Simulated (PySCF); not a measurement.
Tin: a sound run and one with changed settings

Sound run: Sn+ [Kr] 4d10 5s2 5p1, Sn(2+) [Kr] 4d10 5s2. Computed with PySCF 2.14 in def2-SVP with the def2 core potential (28 electrons) (4s4p2d, 26 functions), with a scalar-relativistic core potential. The sound run starts from symmetry-adapted Hartree-Fock orbitals and uses a fine grid where one is needed.

A second run was set up differently.

```json
{"species": "Sn+", "method": "UHF", "sound run (hartree)": "-213.08429", "changed run (hartree)": "-213.08386", "converged": "no"}
{"species": "Sn+", "method": "PBE", "sound run (hartree)": "-213.97718", "changed run (hartree)": "-213.97535", "converged": "no"}
{"species": "Sn+", "method": "PBE0", "sound run (hartree)": "-213.98563", "changed run (hartree)": "-213.98484", "converged": "no"}
{"species": "Sn(2+)", "method": "UHF", "sound run (hartree)": "-212.58015", "changed run (hartree)": "-212.58009", "converged": "no"}
{"species": "Sn(2+)", "method": "PBE", "sound run (hartree)": "-213.45399", "changed run (hartree)": "-213.45358", "converged": "no"}
{"species": "Sn(2+)", "method": "PBE0", "sound run (hartree)": "-213.46142", "changed run (hartree)": "-213.46130", "converged": "no"}
```

Problem. What was changed?
A. radial grid too coarse
B. too few SCF iterations
C. minimal basis
D. a valence shell is frozen

Solution. B. It used initial guess 1e, at most 3 SCF cycles. The SCF was stopped early; the energies are upper bounds that still move, and correlated levels were skipped or rest on poor orbitals.
